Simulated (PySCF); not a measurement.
Isomers of C2H5B. Isolated molecules, 0 K electronic values unless said otherwise. One relaxed conformer stands for each flexible species; it need not be the lowest. Strings in code marks are SMILES.

These are B3LYP-D3(BJ)/def2-TZVP run with PySCF values and carry that method's errors. B3LYP has the VWN-RPA correlation part, as in Gaussian. Delta-SCF ions had no search for a lower state. Excitations are Tamm–Dancoff values on a coarser integration grid. The basis has no diffuse functions, so Rydberg states are missing or too high.

| species | S1 oscillator strength | S1 excitation (TDA) (eV) | vertical ionisation energy (Delta-SCF) (eV) | HOMO–LUMO gap (eV) | S1–T1 gap (TDA) (eV) |
|---|---|---|---|---|---|
| `[H]/B=C/C` | 0.000 | 2.90 | [?] | 4.47 | 0.41 |
| `C(=C)B` | [?] | 5.28 | 10.91 | 5.95 | 1.65 |
| `B1CC1` | 0.000 | 4.16 | 9.92 | [?] | 0.62 |

Problem. Complete the blanks.

Solution. 
- `[H]/B=C/C`, vertical ionisation energy (Delta-SCF) (eV): 8.65
- `C(=C)B`, S1 oscillator strength: 0.000
- `B1CC1`, HOMO–LUMO gap (eV): 5.72
